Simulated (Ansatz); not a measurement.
Reactions of FGeH$_{3}$S$_{3}$ (`[F][Ge]([SH])([SH])[SH]`).

Program: Ansatz. Geometries: PBE0-D4/def2-TZVP. ΔE: electronic, gas phase. CCSD(T)/CBS is the MP2 limit (def2-TZVPP, def2-QZVPP) plus CCSD(T) − MP2 in def2-TZVPP, frozen cores. This one scheme is used for every species, atoms too. Functionals use def2-TZVPP. No spin–orbit coupling; open shells (•) take unrestricted orbitals. Spin–orbit coupling would lower the free atoms: a little for F, S; clearly for Ge. Bonds to Ge are less sure, by a few kJ/mol each and by 10 to 20 or more in all where they break to atoms, as the def2 sets lack core-valence functions. Scalar relativity is left out up to krypton. One conformer a species, not always the lowest.

```csv
reaction,CCSD(T)/CBS(def2) (kJ/mol)
`[F][Ge]([SH])([SH])[SH]` + HCl → `[SH][Ge]([SH])([SH])[Cl]` + H–F,-14
`[F][Ge]([SH])([SH])[SH]` + H–F → `[F][Ge]([F])([SH])[SH]` + H₂S,?
`[F][Ge]([SH])([SH])[SH]` + H₂ → `[SH][GeH]([SH])[SH]` + H–F,43
`[F][Ge]([SH])([SH])[SH]` → F• + `[SH][Ge]([SH])[SH]`•,530
`[F][Ge]([SH])([SH])[SH]` → F• + Ge• + 3 H• + 3 S•,2444
`[F][Ge]([SH])([SH])[SH]` → `[F][Ge][SH]` + `SS`,190
`[F][Ge]([SH])([SH])[SH]` + H₂S → `[SH][Ge]([SH])([SH])[SH]` + H–F,?
```

Problem. Fill in the missing values. (Estimate.)

Solution. The calculation gave: `[F][Ge]([SH])([SH])[SH]` + H–F → `[F][Ge]([F])([SH])[SH]` + H₂S: -8.6 kJ/mol; `[F][Ge]([SH])([SH])[SH]` + H₂S → `[SH][Ge]([SH])([SH])[SH]` + H–F: +6.7 kJ/mol.

Largest T1 diagnostic: 0.015, for `[SH][Ge]([SH])[SH]`•.
